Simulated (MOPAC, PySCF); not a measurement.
Ligands exchanged one at a time, Ga Cl-NH2. Gas-phase values, no solvent. One relaxed conformer stands for each flexible species; it need not be the lowest. Strings in code marks are SMILES.

Quantity: redistribution energy (mixed species minus the weighted end members), in kcal/mol. Semi-empirical values (MOPAC) are differences of heats of formation.

Level 1: B3LYP/3-21G // PBE-D3(BJ)/def2-TZVP (PySCF)
Level 2: BP86/6-31G* // PBE-D3(BJ)/def2-TZVP (PySCF)
Level 3: AM1 // PBE-D3(BJ)/def2-TZVP (MOPAC)
Level 4: PM7 // PBE-D3(BJ)/def2-TZVP (MOPAC)

```json
[
 {"species": "2 of 3 Cl replaced by NH2: `[NH2][Ga]([NH2])[Cl]`", "level 1": "-9.57", "level 2": "-4.80", "level 3": "-4.28", "level 4": "-4.40"},
 {"species": "1 of 3 Cl replaced by NH2: `[Cl][Ga]([Cl])[NH2]`", "level 1": "-9.72", "level 2": "-4.56", "level 3": "-5.58", "level 4": "-4.45"}
]
```
